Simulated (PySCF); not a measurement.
Species: C4H5F3OSi.
Structure used (GFN2-xTB), in Å, numbered top down from 1:
```xyz
14
C4H5F3OSi angstrom
C     -1.4953    1.6172   -1.2508
C     -1.2086    0.6795   -0.3731
Si    -1.4018   -0.9899    0.4246
C     -0.0129    0.3347    0.4708
O      1.2243    0.2026   -0.2705
C      2.0734   -0.6391    0.2485
F      3.2056   -0.6478   -0.4487
F      2.4096   -0.3761    1.5295
F      1.6370   -1.9245    0.2770
H     -2.4276    1.6249   -1.7926
H     -0.8108    2.4273   -1.4573
H     -1.2025   -2.1630   -0.4001
H     -2.1405   -1.0989    1.6688
H      0.1494    0.9526    1.3517
```

Computed with TDDFT CAM-B3LYP/def2-SVPD, vertical, gas phase, core orbitals frozen in the response (PySCF 2.14.0, density-fitted response routines).

Frontier orbitals with the atoms that hold most of them (Löwdin shares over 4%, at most four atoms; ? is withheld):

| orbital | ε (eV) | atoms |
| --- | --- | --- |
| LUMO+2 | 1.13 | Si3 42%, C1 11%, H13 10%, H12 8% |
| LUMO+1 | 0.49 | Si3 44%, H13 12%, H12 11%, C4 10% |
| LUMO | -0.18 | C1 29%, C2 26%, Si3 12%, C4 8% |
| HOMO | ? | ? |
| HOMO-1 | -9.78 | ? |
| HOMO-2 | -10.08 | C4 27%, C2 23%, C1 13%, Si3 12% |
| HOMO-3 | -11.85 | O5 53%, C4 9%, F8 9%, F9 7% |

Q: Which atoms hold the HOMO, and with what shares?

A: Si3 (bonded to 2 C and 2 H) 24%; C4 (bonded to C, O, Si and H) 22%; C2 (bonded to 2 C and Si) 21%; O5 (bonded to 2 C) 11%. By element: carbon 43% or more, silicon 24%, oxygen 11%.

Q: Which atoms hold the HOMO-1, and with what shares?

A: C2 (bonded to 2 C and Si) 39%; C1 (bonded to C and 2 H) 30%; Si3 (bonded to 2 C and 2 H) 8%; C4 (bonded to C, O, Si and H) 6%. By element: carbon 75% or more, silicon 8%.

Q: What is the HOMO energy, and the HOMO–LUMO gap?

A: ε(HOMO) = -8.99 eV; the gap is 8.80 eV (0.3235 hartree).

Q: How does S1 compare with the orbital gap of 8.80 eV?

A: S1 is at 5.03 eV (f = 0.0092), 3.77 eV below the gap, made of HOMO→LUMO (89%). Without the coupling terms of the response equations the lowest excitation would equal the gap.

Q: Give energy, strength and leading configuration of S1, S2, S3, S5 and S7, and follow the Löwdin shares of the leading atoms from the occupied to the empty orbital.

A: 
- S1 (5.03 eV, f 0.0092), HOMO→LUMO (89%): Si3 24% → 12%, C4 22% → 8%, C1 at most 11% → 29%, C2 21% → 26%
- S2 (5.83 eV, f 0.013), HOMO-2→LUMO (70%): C4 27% → 8%, C2 23% → 26%, C1 13% → 29%
- S3 (6.52 eV, f 0.178), HOMO→LUMO+1 (89%): Si3 24% → 44%, C4 22% → 10%, H13 at most 11% → 12%
- S5 (6.95 eV, f 0.029), HOMO-1→LUMO+1 (77%): C2 39% → at most 11%, C1 30% → at most 11%, Si3 8% → 44%, H13 at most 6% → 12%
- S7 (7.27 eV, f 0.041), HOMO-2→LUMO+1 (75%): C4 27% → 10%, C2 23% → at most 11%, Si3 12% → 44%, H13 at most 12% → 12%

Löwdin shares depend on the basis, the more so with diffuse functions.

One conformer stands for the species.
